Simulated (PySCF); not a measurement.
## Sr (strontium, neutral) across methods

[Kr] 5s2, closed-shell 1S. Computed with PySCF 2.14 in x2c-TZVPPall with one added diffuse shell each of s, p, d, f type (9s7p7d3f1g, 95 functions), with scalar relativity by spin-free X2C-1e.

| method | E (hartree) | mean ε 4s (eV) | mean ε 4p (eV) | mean ε 5s (eV) | Σ⟨r²⟩ (bohr²) | ⟨S²⟩ |
| --- | --- | --- | --- | --- | --- | --- |
| r2SCAN | -3179.22 | -42.335 | -23.657 | -3.572 | 70.96 | 0.000 |
| UHF | -3177.31960 | -53.016 | -29.806 | -4.933 | 74.39 | 0.000 |
| BLYP | -3179.34 | -40.612 | -22.556 | -3.378 | 69.38 | 0.000 |
| LDA | -3175.08 | -40.892 | -22.866 | -3.642 | 68.51 | 0.000 |
| wB97X-V | -3179.00 | -46.889 | -27.401 | -5.474 | 70.24 | 0.000 |
| PBEsol | -3176.90 | -40.827 | -22.798 | -3.535 | 69.24 | 0.000 |
| PBE0 | -3178.93 | -44.179 | -24.826 | -4.045 | 70.08 | 0.000 |
| PBE | -3178.86 | -40.860 | -22.821 | -3.523 | 69.62 | 0.000 |
| LC-wPBE | -3178.88 | -47.191 | -27.847 | -5.587 | 70.61 | 0.000 |
